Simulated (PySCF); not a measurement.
# Löwdin shares of the frontier orbitals

Species: aminodimethylborane, C2H8BN.
Cartesian coordinates in Å at the PBE0-D3(BJ)/def2-SVP level; atoms count from 1:
```xyz
12
C2H8BN angstrom
C      1.4492   -0.3436    0.1932
B     -0.0339    0.1917    0.0425
C     -1.2419   -0.8209   -0.1139
N     -0.2781    1.5700    0.0436
H      1.5299   -1.0279    1.0547
H      1.7296   -0.9407   -0.6915
H      2.2055    0.4476    0.3180
H     -1.3056   -1.4802    0.7686
H     -2.2233   -0.3376   -0.2438
H     -1.0770   -1.4887   -0.9764
H     -1.2043    1.9662   -0.0498
H      0.4523    2.2625    0.1469
```

Method: PySCF, TDDFT CAM-B3LYP/def2-SVPD, vertical, gas phase, core orbitals frozen in the response.

Kohn–Sham orbitals with the atoms that hold most of them (Löwdin shares over 4%, at most four atoms; ? is withheld):

| orbital | ε (eV) | atoms |
| --- | --- | --- |
| HOMO-3 | -11.81 | C1 25%, C3 25%, H6 11%, H10 11% |
| HOMO-2 | -11.08 | C1 21%, C3 21%, B2 18%, N4 12% |
| HOMO-1 | -9.92 | B2 26%, C1 25%, C3 25%, N4 5% |
| HOMO | -9.58 | ? |
| LUMO | 0.87 | ? |
| LUMO+1 | 2.26 | H12 14%, H11 14%, C3 11%, C1 11% |
| LUMO+2 | 2.28 | B2 34%, N4 19%, C3 13%, C1 12% |

Give the leading atoms of the LUMO.

B2 (bonded to 2 C and N) 53%; H11 (bonded to N) 8%; H12 (bonded to N) 8%; C3 (bonded to B and 3 H) 5%. By element: boron 53%, hydrogen 16% or more, carbon 5% or more.

Give the leading atoms of the HOMO.

N4 (bonded to B and 2 H) 64%; B2 (bonded to 2 C and N) 14%; H11 (bonded to N) 6%; H12 (bonded to N) 6%. By element: nitrogen 64%, boron 14%, hydrogen 12% or more.

How does S1 compare with the orbital gap of 10.45 eV?

S1 is at 7.22 eV (f = 0.028), 3.24 eV below the gap, made of HOMO→LUMO (90%). Without the coupling terms of the response equations the lowest excitation would equal the gap.

One configuration dominates each of S1, S3 and S7. Which, and how do the shares of the two leading atoms of either orbital change from the occupied to the empty one?

- S1 (7.22 eV, f 0.028), HOMO→LUMO (90%): N4 64% → at most 5%, B2 14% → 53%, H11 6% → 8%
- S3 (7.91 eV, f 0.045), HOMO-1→LUMO (96%): B2 26% → 53%, C1 25% → at most 5%, H11 at most 6% → 8%
- S7 (9.01 eV, f 0.105), HOMO-2→LUMO (74%): C1 21% → at most 5%, C3 21% → 5%, B2 18% → 53%, H11 at most 12% → 8%
